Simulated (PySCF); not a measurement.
# Simulated absorption spectrum

Compound: 3-cyanothiophene, C5H3NS.
SMILES: `N#Cc1ccsc1`

Method: TDDFT CAM-B3LYP/def2-SVPD, vertical, gas phase, core orbitals frozen in the response in PySCF. Geometry: GFN2-xTB; no solvent, vibrations or thermal averaging.

Computed states:

```json
{"state": "S1", "E (eV)": "5.62", "f": "0.071"}
{"state": "S2", "E (eV)": "5.68", "f": "0.133"}
{"state": "S3", "E (eV)": "6.33", "f": "0.0008"}
{"state": "S4", "E (eV)": "6.50", "f": "0.0016"}
{"state": "S5", "E (eV)": "6.82", "f": "0.340"}
{"state": "S6", "E (eV)": "6.91", "f": "0.0008"}
{"state": "S7", "E (eV)": "7.11", "f": "0.0057"}
{"state": "S8", "E (eV)": "7.21", "f": "0.0000"}
```

Each state is given a Gaussian of 0.4 eV full width at half maximum, with ε(max) = 2.175×10⁸ f / Δν̃ (Δν̃ the width in cm⁻¹). The width is an assumption, not a result. The curve ends short of the highest state used, and states not computed would add to its high-energy end.

(1) What does the envelope look like, and where are its maxima?

(2) On this curve, what absorbance would a 10⁻³ mol/L sample give at 222 nm over a 1 cm path?

(3) Coming from long wavelengths, where does ε first pass 100 L mol⁻¹ cm⁻¹?

Answers

(1) 
```
λ (nm)  ε (L mol⁻¹ cm⁻¹)
 187.7             10376
 189.7              5747
 191.8              2680
 193.8              1171
 195.9               474
 197.9               230
 200.0               194
 202.0               340
 204.1               782
 206.1              1641
 208.1              3080
 210.2              5256
 212.2              7777
 214.3             10443
 216.3             12449
 218.4             13490
 220.4             13260
 222.5             11868
 224.5              9822
 226.5              7525
 228.6              5261
 230.6              3486
 232.7              2110
 234.7              1228
 236.8               654
 238.8               339
 240.9               161
 242.9                75
 244.9                34
 247.0                14
```

Maxima: 219 nm (5.66 eV), ε about 14000, made up of S1 (34%) and S2 (66%) (ε in L mol⁻¹ cm⁻¹; maxima over ε = 5, shares over 10%). At its high-energy end, 6.61 eV, the curve is still rising (ε about 11000, from S5).

(2) 222 nm is 5.585 eV, where ε is about 12000 L mol⁻¹ cm⁻¹, so A = ε c l ≈ 12 (Beer–Lambert, with the gas-phase spectrum and the assumed width).

(3) At about 242 nm (5.12 eV), 0.50 eV below S1.

The run took 23 s on an Arm Neoverse V1 with one thread (shared host).
